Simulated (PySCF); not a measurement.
C₂H₆ClGa, SMILES C[CH2][GaH][Cl]. Atoms are numbered in the order given.

```xyz
10

Ga    -0.1500    -0.3565     0.2448
H     -0.6957    -1.6960     0.8316
Cl     0.3847     1.1163     1.7346
C      0.1171     0.1773    -1.6193
C     -0.2567    -0.8910    -2.6526
H      1.1745     0.4789    -1.7207
H     -0.4630     1.1040    -1.7754
H     -1.3179    -1.1793    -2.5761
H      0.3366    -1.8108    -2.5215
H     -0.0881    -0.5387    -3.6837
```

Geometry: ωB97X-D3(BJ)/def2-SVP. The structure was generated by enumeration; whether it is a known compound was not checked. One conformer was computed; it need not be the lowest.

Level of theory: TDA-PBE/def2-SVPD (PySCF).

Vertical excitations. The molecule is in vacuum.

```
state  energy (eV)  λ (nm)      f                            main pairs
-----  -----------  ------  -----  ------------------------------------
S1            4.55     273  0.000                       HOMO→LUMO 100 %
S2            5.54     224  0.001                      HOMO−2→LUMO 99 %
S3            5.86     211  0.041                      HOMO−1→LUMO 91 %
S4            6.19     200  0.008                      HOMO−3→LUMO 99 %
S5            6.21     200  0.093                      HOMO→LUMO+1 81 %
S6            6.46     192  0.026                      HOMO→LUMO+2 93 %
S7            6.55     189  0.007                      HOMO−4→LUMO 96 %
S8            6.88     180  0.037                    HOMO−1→LUMO+1 97 %
S9            6.92     179  0.021  HOMO−2→LUMO+1 75 %, HOMO→LUMO+3 22 %
S10           7.14     174  0.077  HOMO→LUMO+3 65 %, HOMO−2→LUMO+1 17 %
T1            4.29     289      0                        HOMO→LUMO 99 %
T2            5.20     238      0                     HOMO−1→LUMO 100 %
T3            5.32     233      0                      HOMO−2→LUMO 99 %
T4            5.52     225      0                      HOMO→LUMO+1 97 %
```
Triplets are in the Tamm–Dancoff approximation.
